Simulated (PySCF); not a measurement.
A calculated (LDA, PySCF 2.14, Sapporo-DKH3-DZP-2012, scalar relativity by spin-free X2C-1e) atom or ion has these occupied shells.

| shell | electrons | orbital energy (eV) | rms radius, mean of both spins (bohr) |
| --- | --- | --- | --- |
| 1s α | 1 | -80381.7 | 0.0190 |
| 1s β | 1 | -80381.7 | 0.0190 |
| 2s α | 1 | -14195.3 | 0.0769 |
| 2s β | 1 | -14195.2 | 0.0769 |
| 2p α | 3 | -12339.5 | 0.0705 |
| 2p β | 3 | -12339.4 | 0.0705 |
| 3s α | 1 | -3361.0 | 0.196 |
| 3s β | 1 | -3361.0 | 0.196 |
| 3p α | 3 | -2819.3 | 0.199 |
| 3p β | 3 | -2819.2 | 0.199 |
| 3d α | 5 | -2213.0 | 0.181 |
| 3d β | 5 | -2213.0 | 0.181 |
| 4s α | 1 | -737.91 | 0.433 |
| 4s β | 1 | -737.82 | 0.433 |
| 4p α | 3 | -558.98 | 0.462 |
| 4p β | 3 | -558.88 | 0.462 |
| 4d α | 5 | -337.07 | 0.493 |
| 4d β | 5 | -336.95 | 0.493 |
| 5s α | 1 | -120.29 | 0.982 |
| 5s β | 1 | -119.74 | 0.982 |
| 4f α | 7 | -93.608 | 0.549 |
| 4f β | 7 | -93.456 | 0.549 |
| 5p α | 3 | -72.315 | 1.13 |
| 5p β | 3 | -71.669 | 1.13 |
| 5d α | 5 | -18.271 | 1.67 |
| 5d β | 4 | -17.469 | 1.67 |
| 6p α | 1 | -5.705 | 2.63 |

(1) Name the element and its charge.

Answers

(1) Au⁺ (gold, charge +1), in [Xe] 4f14 5d9 6p1, one real determinant (an excited configuration).
